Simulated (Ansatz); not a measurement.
Species: C₂H₉ClSi₂, net charge 0, singlet state. 
Geometry from a B3LYP-D3(BJ)/def2-TZVP (Ansatz, a quantum-chemistry and plane-wave program) optimisation:
SMILES: C[SiH](C)[SiH2]Cl
```xyz
14

C     -1.6376     1.6539    -0.3761
Si    -0.9293     0.0330    -1.0087
C     -1.8436    -1.4411    -0.2874
Si     1.3277    -0.0996    -0.3901
Cl     1.3901    -0.0439     1.6987
H     -2.7001     1.7317    -0.6167
H     -1.1270     2.5106    -0.8191
H     -1.5291     1.7199     0.7081
H     -0.9997    -0.0050    -2.4953
H     -2.9080    -1.3911    -0.5272
H     -1.4527    -2.3817    -0.6789
H     -1.7407    -1.4590     0.7992
H      1.9881    -1.3595    -0.8065
H      2.1476     1.0360    -0.8751
```
Charge 0, spin multiplicity 1.

Quantity: atomisation energy (electronic, to ground-state atoms), in eV. Cores are frozen in the correlated levels unless marked. Open shells are spin-unrestricted. No spin-orbit coupling. Non-relativistic. The coupled-cluster limit lacks core correlation, which all-electron functionals hold. CBS marks a two-point X^-3 extrapolation of the correlation energy; Hartree-Fock from the larger set.

```tsv
level	program	atomisation energy (eV)
PBE/def2-TZVPD	Ansatz	(withheld)
revPBE/def2-TZVPD	Ansatz	48.59
B97M-V/def2-TZVPD	Ansatz	50.44
PBE0/STO-3G	Ansatz	63.85
r2SCANh-D4/def2-TZVPD	Ansatz + dftd4	50.18
r2SCANh/def2-TZVPD	Ansatz	50.08
B2PLYP-D4/def2-TZVPD	Ansatz + dftd4	49.58
SCS-MP2/aug-cc-pV(T+d)Z	Ansatz	49.56
CCSD(T)/CBS(cc-pV(T+d)Z,cc-pV(Q+d)Z)	Ansatz	(withheld)
```

**Question.** Fill in the missing entries.

**Answer.** 
- PBE/def2-TZVPD, atomisation energy (eV): 50.02
- CCSD(T)/CBS(cc-pV(T+d)Z,cc-pV(Q+d)Z), atomisation energy (eV): 50.33
